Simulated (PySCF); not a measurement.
Ba⁵²⁺ (barium, charge +52): Hartree-Fock from Schrödinger to Dirac-Coulomb-Breit

Occupied: 1s1/2, 2s1/2. Hartree-Fock calculated with PySCF 2.14 in an even-tempered Gaussian basis (19 s from 10 bohr⁻², ratio 2.3; 15 p from 12 bohr⁻², ratio 2.3), Gaussian nucleus throughout. NR is non-relativistic, sf-X2C the spin-free one-electron X2C Hamiltonian, X2C adds the bare one-electron spin-orbit term, X2C-SNSO screens it by Boettger's factors, DC is four-component Dirac-Coulomb, and the Gaunt and Breit terms are added at first order (total energies over the DC spinors, levels after relaxing the spinors in that mean field). QED terms are absent. Levels marked empty are virtual spinors of this ion.

| level (eV) | NR | sf-X2C | X2C | X2C-SNSO |
| --- | --- | --- | --- | --- |
| 1s1/2 | -41127.8 | -42926.2 | -42926.2 | -42926.2 |
| 2s1/2 | -9843.9 | -10387.6 | -10387.6 | -10387.6 |
| 2p1/2 (empty) | -9527.5 | -9734.1 | -10043.2 | -10031.1 |
| 2p3/2 (empty) | -9527.5 | -9734.1 | -9599.2 | -9603.9 |
| 3s1/2 (empty) | -4212.8 | -4395.3 | -4395.3 | -4395.3 |

Problem. Where do the four-component calculations put these levels?

Solution. 1s1/2: DC -42961.3, DC+Gaunt -42889.4, DC+Breit -42890.2; 2s1/2: DC -10391.5, DC+Gaunt -10383.2, DC+Breit -10384.0; 2p1/2 (empty): DC -10034.8, DC+Gaunt -10019.5, DC+Breit -10021.6; 2p3/2 (empty): DC -9604.7, DC+Gaunt -9596.0, DC+Breit -9598.2; 3s1/2 (empty): DC -4396.3, DC+Gaunt -4394.0, DC+Breit -4394.4 (eV).

```json
{"Hamiltonian": "NR", "E (hartree)": "-3832.7035", "E − E(DC) (hartree)": "181.3683", "CPU seconds": "0.44"}
{"Hamiltonian": "sf-X2C", "E (hartree)": "-4012.6140", "E − E(DC) (hartree)": "1.4578", "CPU seconds": "0.24"}
{"Hamiltonian": "X2C", "E (hartree)": "-4012.6140", "E − E(DC) (hartree)": "1.4578", "CPU seconds": "0.23"}
{"Hamiltonian": "X2C-SNSO", "E (hartree)": "-4012.6140", "E − E(DC) (hartree)": "1.4578", "CPU seconds": "0.23"}
{"Hamiltonian": "DC", "E (hartree)": "-4014.0718", "E − E(DC) (hartree)": "0.0000", "CPU seconds": "6.1"}
{"Hamiltonian": "DC+Gaunt", "E (hartree)": "-4011.0775", "E − E(DC) (hartree)": "2.9943", "CPU seconds": "12"}
{"Hamiltonian": "DC+Breit", "E (hartree)": "-4011.1392", "E − E(DC) (hartree)": "2.9325", "CPU seconds": "100"}
```

Weight of the small component: 1s1/2 0.0431, 2s1/2 0.0103, 2p1/2 0.0102, 2p3/2 0.00971, 3s1/2 0.00433.

Koopmans' value for the highest occupied level at DC+Breit: 10384.0 eV, against an ionisation energy of 10376 ± 4 eV (theoretical estimate listed by NIST; NIST Atomic Spectra Database, ionization energies); the former lacks relaxation, correlation, QED and recoil.

The whole ladder took 130 s of wall time on 1 thread of Intel(R) Xeon(R) Platinum 8375C CPU @ 2.90GHz (shared host), launched as `OMP_NUM_THREADS=1 python relrun2.py TASK.json OUT` (a driver that calls PySCF for each Hamiltonian).
